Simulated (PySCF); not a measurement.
SMILES B[SiH2]C(C)(C)C (C₄H₁₃BSi), GFN2-xTB optimised geometry. Atoms within 1.6 Å of the plane z = 0.6 Å (x, y, z in Å): B1 (2.00, -1.61, 0.01), Si2 (1.36, 0.23, 0.00), C3 (-0.58, 0.23, 0.00), C5 (-1.11, 1.66, 0.00), C6 (-1.10, -0.49, 1.24), H7 (2.20, -2.20, -0.98), H8 (2.17, -2.20, 1.01), H9 (1.74, 1.07, 1.16), H14 (-0.77, 2.20, -0.88), H15 (-2.20, 1.67, 0.00), H16 (-0.77, 2.20, 0.88), H17 (-2.19, -0.47, 1.27), H18 (-0.73, -0.01, 2.15), H19 (-0.77, -1.53, 1.26).

Computed with PBE/def2-SVP (PySCF).

Map of the electrostatic potential (hartree/e), clipped to [-0.08, 0.12] on the plane z = 0.6 Å:

```
|                         |
|                         |
|                         |
|         ...             |
|  ...  ..-=:.            |
|.......:+@@@-.           |
|....:-=*@@@@+..          |
|....-*@@@@@@+::::.       |
|....-#@@@@@@+=+#@%-.     |
|....:=+%@@@@*#@@@@@-.    |
|.....::=@@@@@@@@@@@*:..  |
|.....:-=@@@@@@@@@@@%-:...|
|....:-+%@@@@@@@@@@@@=:...|
|....:+@@@@@@@@@@@@@#=::..|
|....:=#@@@@@##@@@@@@+-:..|
|.....:-+@@@#=+#@@@@@@=::.|
|.......:=%@#==#@@@@@@+:..|
|........:+#*==*@@@@@%=:..|
|.........-=---+%@@@@+:...|
|.........:::::-=*@@+..   |
|  ..........::::.:.      |
|   .............         |
|    ...........          |
|     .........           |
|      .......            |
```
Scale: ten equal steps from -0.010 (start of ' ') to 0.120 (end of '@'), in the order ' .:-=+*#%@'; x runs from -4.50 to 4.50, y from -4.50 (bottom) to 4.50 (top).
